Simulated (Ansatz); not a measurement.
`Fc1ccc(F)c(F)c1`, 12 atoms. Total charge 0; spin multiplicity 1. All runs use 4 threads of an Arm Neoverse V1 on a shared host. Correlated methods freeze the cores.

(1) How many basis functions does each run have, and how long does it take in Ansatz? RKS PBE0-D4/def2-TZVP relaxation (5 steps); RKS PBE-QIDH (frozen core)/def2-TZVPP energy; RKS PBE0-D4/def2-TZVP frequencies; RKS ωB97M-V/def2-TZVPP energy and forces; direct RPA on PBE orbitals/def2-TZVPP energy; RKS PBE0-D4/def2-QZVPP energy; RKS r2SCAN0-D4/def2-TZVPP energy; RKS ωB97M-V/def2-SVP energy; RHF-MP2/def2-QZVPP energy; RKS PBE0-D4/def2-SVP energy; RHF-CCSD(T)/def2-SVP energy; RKS revPBE-D4/def2-TZVPP energy. (An estimate is asked.)

Results:

(1) Ansatz gave: Other jobs shared the machine, so times are rough.

```csv
level,job,functions,wall time,peak host memory (GiB)
RKS PBE0-D4/def2-SVP,energy,141,2.3 s,0.39
RKS revPBE-D4/def2-TZVPP,energy,321,4.3 s,0.5
RKS ωB97M-V/def2-SVP,energy,141,8.5 s,0.52
RKS r2SCAN0-D4/def2-TZVPP,energy,321,12 s,1.1
direct RPA on PBE orbitals/def2-TZVPP,energy,321,14 s,1.1
RKS PBE-QIDH (frozen core)/def2-TZVPP,energy,321,16 s,1.2
RKS PBE0-D4/def2-QZVPP,energy,603,21 s,2.8
RKS ωB97M-V/def2-TZVPP,energy and forces,321,24 s,1.5
RHF-CCSD(T)/def2-SVP,energy,141,45 s,1.3
RKS PBE0-D4/def2-TZVP,relaxation (5 steps),297,54 s,1.1
RHF-MP2/def2-QZVPP,energy,603,82 s,5.7
RKS PBE0-D4/def2-TZVP,frequencies,297,8 min,1.1
```
